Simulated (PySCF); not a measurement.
**Radial density of Cd⁺ (cadmium, charge +1)**

UHF, [Kr] 4d10 5s1, 2S determinant. Calculation: PySCF 2.14, in x2c-QZVPPall with one added diffuse shell each of s, p, d, f, g type (14s9p8d5f3g, 143 functions); scalar relativity by spin-free X2C-1e.

| r (bohr) | 4πr²ρ (e/bohr) | 4πr²(ρα − ρβ) |
| --- | --- | --- |
| 0.0224 | 61.80 | 0.0042 |
| 0.0377 | 53.17 | -0.0012 |
| 0.0634 | 64.26 | 0.0067 |
| 0.107 | 76.25 | 0.0049 |
| 0.179 | 52.67 | -0.0170 |
| 0.302 | 62.54 | 0.0152 |
| 0.507 | 22.57 | 0.0177 |
| 0.854 | 20.52 | -0.0379 |
| 1.44 | 8.652 | 0.1323 |
| 2.41 | 1.358 | 0.4855 |
| 4.06 | 0.1573 | 0.1390 |
| 6.83 | 0.002828 | 0.0028 |

Densities and radii are taken from the X2C orbitals without a picture-change correction, which distorts them close to the nucleus.

**Question.** Where is the radial spin density 4πr²(ρα − ρβ) most negative, and why is it negative at all?

**Answer.** Around r = 0.854 bohr, down to -0.0379 e/bohr: exchange with the open shell polarises the paired shells in an unrestricted calculation.
